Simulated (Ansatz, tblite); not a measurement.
Removing and adding an electron: TiFCl3 (TiCl3F). Charge 0, multiplicity 1. Geometry: PBE-D4/def2-SVP. Ansatz, gas phase; energy differences of separate SCF runs; the oxidised species was run as a doublet alone; the reduced species was run as a doublet alone.

| atom | x (Å) | y (Å) | z (Å) |
| --- | --- | --- | --- |
| Ti1 | -0.029 | 0.033 | 0.068 |
| F2 | -0.646 | 0.736 | 1.527 |
| Cl3 | -0.697 | 1.218 | -1.632 |
| Cl4 | -0.775 | -2.005 | -0.111 |
| Cl5 | 2.147 | 0.018 | 0.150 |

The xTB rows come from tblite. HOMO above LUMO, or a gap near zero within one spin, warns that the state may not be the lowest or that an electron is smeared out.

| level | −HOMO (eV) | vertical IE (eV) | −LUMO (eV) | vertical EA (eV) | HOMO–LUMO gap (eV) | IE − EA (eV) | remarks |
| --- | --- | --- | --- | --- | --- | --- | --- |
| r2SCAN-D4/def2-TZVP | 8.68 | 11.42 | 4.60 | – | 4.08 | – | – |
| r2SCAN-D4/def2-TZVPD | 8.68 | – | 4.60 | 1.80 | 4.08 | – | HOMO above zero (-1 doublet) |
| PBE0-D4/def2-TZVP | 9.67 | 11.64 | 3.78 | – | 5.89 | – | – |
| PBE0-D4/def2-TZVPD | 9.68 | – | 3.79 | 2.25 | 5.89 | – | – |

Estimate the rows for GFN1-xTB, GFN2-xTB, PBE-D4/def2-TZVP, PBE-D4/def2-TZVPD.


```
            level  −HOMO (eV)  vertical IE (eV)  −LUMO (eV)  vertical EA (eV)  HOMO–LUMO gap (eV)  IE − EA (eV)                                                                   remarks
         GFN1-xTB       13.64             16.04       10.83              8.04                2.80          8.00                                                                         –
         GFN2-xTB       12.57             15.15        9.71              6.85                2.86          8.30                                                                         –
 PBE-D4/def2-TZVP        8.28             11.13        4.56                 –                3.72             –                                                                         –
PBE-D4/def2-TZVPD        8.32                 –        4.59              1.57                3.72             –  HOMO above zero (-1 doublet), gap within one spin near zero (-1 doublet)
```

   A HOMO above zero means that the electron is unbound at that level or that self-interaction error raises the level; the energy of removing that electron tells which. Raw xTB energy differences between charge states are shifted by several eV; the methods need an empirical correction for them.
